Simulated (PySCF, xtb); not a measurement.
Sn(F)(Cl)(OH)2 (ClFH2O2Sn), SMILES [OH][Sn]([OH])([F])[Cl]. Other conformers were not sampled.

Harmonic wavenumbers (cm⁻¹) from GFN2-xTB (xtb 6.7.1) at its own minimum, in rising order: 70, 97, 119, 134, 143, 184, 208, 316, 406, 473, 518, 833, 851, 3570, 3592.

Task: What does PySCF with PBE0-D3(BJ)/def2-SVP give at its own minimum? (Estimate from the structure and the level; the computed values follow.)

Result: 80, 104, 137, 149, 175, 182, 212, 399, 637, 658, 671, 867, 889, 3869, 3876. Paired by order, the mean absolute difference is 93 cm⁻¹ and the zero-point energies are 16.5 and 18.4 kcal/mol.
